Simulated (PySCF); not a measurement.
SMILES [SiH][SiH2] (H3Si2), doublet (B3LYP/def2-SVP optimised geometry):

```
5

Si    -0.752     1.682     0.000
Si     0.509    -0.251     0.000
H     -2.006     0.797    -0.004
H      0.065    -1.682     0.007
H      2.006    -0.251     0.000
```

Level of theory: unrestricted B3LYP/def2-TZVP (PySCF).

What are the frontier orbital energies (α orbitals alone; a β orbital can be the lowest empty one) and the dipole moment?

HOMO-2 -8.38 eV, HOMO-1 -6.66 eV, HOMO -6.24 eV, LUMO -2.47 eV, LUMO+1 -0.47 eV; dipole moment 1.00 D.

On the same geometry PySCF 2.14.0 with unrestricted PBE/def2-TZVP gives HOMO-2 -7.42 eV, HOMO-1 -5.87 eV, HOMO -5.73 eV, LUMO -3.14 eV, LUMO+1 -1.09 eV; dipole moment 1.07 D.

Meta-Löwdin charges at B3LYP/def2-TZVP: Si1 -0.02, Si2 0.26, H3 -0.09, H4 -0.08, H5 -0.08.
